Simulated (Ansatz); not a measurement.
ClTe, charge +1, singlet, at a GFN2-xTB geometry (all electrons, no relativity). Base run: B3LYP/STO-3G (Ansatz, an electronic-structure program).

Here is a job for Ansatz.
Ansatz 0.2 input:
```yaml
crystal:
  periodic: [false, false, false]
  atoms:
    - {symbol: Te, position_ang: [-0.00000000, -0.00000000, -0.54662571]}
    - {symbol: Cl, position_ang: [0.00000000, 0.00000000, 1.67203160]}
basis:
  gaussian:
    orbitals: STO-3G
hamiltonian:
  xc: b3lyp
total_charge: 1
```

Variants of this job, named by their change:

```tsv
change	ΔE vs base (mEh)
base	0.000
point_charge = charge:0.5 position_ang:-2.3793, 1.7251, -2.3095	67.697
final_grid = 6, 12, 29	0.014
point_charge = charge:1.0 position_ang:-2.5387, -3.2219, 0.8097	117.7
final_grid = 14, 28, 59	-0.001
point_charge = charge:-1.0 position_ang:2.0848, -0.1164, 4.102	-119.2
lower_state_search = light	0.000
accuracy = high	-0.001
forces = on	0.000
```
